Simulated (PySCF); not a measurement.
3-fluorobuta-1,2-diene (C₄H₅F), SMILES C=C=C(C)F. Heavy atoms are numbered as in [CH2:1]=[C:2]=[C:3]([CH3:4])[F:5]. Hydrogens are named by the atom that carries them.

Geometry optimised at PBE0-D3(BJ)/def2-SVP.

The numbers are results of PBE/pcSseg-1 (PySCF), not measurements.

GIAO shieldings, no solvent; atoms alike by connectivity are averaged. δ = σ(ref) − σ: ¹³C against TMS (σ = 182.0 ppm); ¹⁹F against CFCl3 (σ = 133.6 ppm); ¹H against TMS (σ = 31.49 ppm), references at their B3LYP-D3(BJ)/def2-TZVP geometries, non-relativistic.

Q: Estimate the chemical shifts. (Estimate from the structure and the level; the computed values follow.)

A: 
```json
[
 {"nucleus": "¹³C", "atoms": "C2", "count": "1", "δ (ppm)": "216.1"},
 {"nucleus": "¹³C", "atoms": "C3", "count": "1", "δ (ppm)": "148.5"},
 {"nucleus": "¹³C", "atoms": "C1 (CH2)", "count": "1", "δ (ppm)": "96.4"},
 {"nucleus": "¹³C", "atoms": "C4 (CH3)", "count": "1", "δ (ppm)": "22.3"},
 {"nucleus": "¹⁹F", "atoms": "F5", "count": "1", "δ (ppm)": "-166.6"},
 {"nucleus": "¹H", "atoms": "H on C1", "count": "2", "δ (ppm)": "6.00"},
 {"nucleus": "¹H", "atoms": "H on C4", "count": "3", "δ (ppm)": "2.31"}
]
```
